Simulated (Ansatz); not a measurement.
BiH3O (SMILES [OH][BiH2]) moved off its minimum; all values from Ansatz (a quantum-chemistry and plane-wave program), cores frozen in correlated methods. Elements past Kr take the def2 small-core potentials, without spin–orbit coupling.
(charge 0, multiplicity 1)
```xyz
5

Bi    -0.11566    -0.17464     0.09063
H     -1.60305     0.02478    -0.87467
H      0.38514    -1.48078    -0.95563
O      0.98278     1.29619    -0.99363
H      1.50045     1.88219    -0.37529
```

Problem. Give the forces (eV/Å), the total energy and the dipole at CCSD(T)/def2-TZVPPD.

Solution. 
```tsv
atom	Fx	Fy	Fz
Bi1	0.281	0.889	0.511
H2	-0.151	0.096	-0.170
H3	0.252	-0.517	-0.483
O4	0.531	0.570	0.985
H5	-0.912	-1.038	-0.842
```
Energy -290.5824 hartree, dipole 2.77 D.
